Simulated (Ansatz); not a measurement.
Reactions of CH$_{3}$F$_{2}$In (`[CH3][In]([F])[F]`).

Gas-phase electronic energies from Ansatz, PBE0-D4/def2-TZVP geometries. CBS: MP2 limit from def2 TZ/QZ plus the TZ coupled-cluster correction, frozen cores. This one scheme is used for every species. DFT in def2-TZVPP. Elements past krypton have def2 core potentials. For Br, In, Te outer-core shells are correlated without core-valence functions, which leaves a few kJ/mol of doubt a bond. Scalar relativity is left out up to krypton. One conformer a species, not always the lowest.

```json
{"reaction": "`[CH3][In]([F])[F]` + CH₃NH₂ → `C[NH][In]([CH3])[F]` + H–F", "CCSD(T)/CBS(def2) (kcal/mol)": "11.1"}
{"reaction": "`[CH3][In]([F])[F]` + CH₄ → `[CH3][In]([CH3])[F]` + H–F", "CCSD(T)/CBS(def2) (kcal/mol)": "18.5"}
{"reaction": "`[CH3][In]([F])[F]` + `O[SiH3]` → `[F][In]([F])[O][SiH3]` + CH₄", "CCSD(T)/CBS(def2) (kcal/mol)": "?"}
{"reaction": "`[CH3][In]([F])[F]` + CH₃OH → `C[O][In]([F])[F]` + CH₄", "CCSD(T)/CBS(def2) (kcal/mol)": "-2.3"}
{"reaction": "`[CH3][In]([F])[F]` + H₂S → `[F][In]([F])[SH]` + CH₄", "CCSD(T)/CBS(def2) (kcal/mol)": "?"}
{"reaction": "`[CH3][In]([F])[F]` + `N[Si](O)(F)Cl` → `CO[Si](N)(F)Cl` + `[F][InH][F]`", "CCSD(T)/CBS(def2) (kcal/mol)": "22.4"}
{"reaction": "`[CH3][In]([F])[F]` + `[OH][In]([OH])[Br]` → `C[O][In]([OH])[Br]` + `[F][InH][F]`", "CCSD(T)/CBS(def2) (kcal/mol)": "24.1"}
{"reaction": "`[CH3][In]([F])[F]` + CH₃NH₂ → `C[NH][In]([F])[F]` + CH₄", "CCSD(T)/CBS(def2) (kcal/mol)": "-2.1"}
{"reaction": "`[CH3][In]([F])[F]` + H₂Te → `[CH3][In]([F])[TeH]` + H–F", "CCSD(T)/CBS(def2) (kcal/mol)": "-17.5"}
{"reaction": "`[CH3][In]([F])[F]` + `F[Si](S)(S)S` → `[F][In]([F])[SH]` + `C[Si](F)(S)S`", "CCSD(T)/CBS(def2) (kcal/mol)": "?"}
```

Fill in the missing values. (Estimate.)

The calculation gave: `[CH3][In]([F])[F]` + `O[SiH3]` → `[F][In]([F])[O][SiH3]` + CH₄: -6.9 kcal/mol; `[CH3][In]([F])[F]` + H₂S → `[F][In]([F])[SH]` + CH₄: -20.9 kcal/mol; `[CH3][In]([F])[F]` + `F[Si](S)(S)S` → `[F][In]([F])[SH]` + `C[Si](F)(S)S`: -7.3 kcal/mol.

Largest T1 diagnostic: 0.017, for `C[O][In]([F])[F]`.
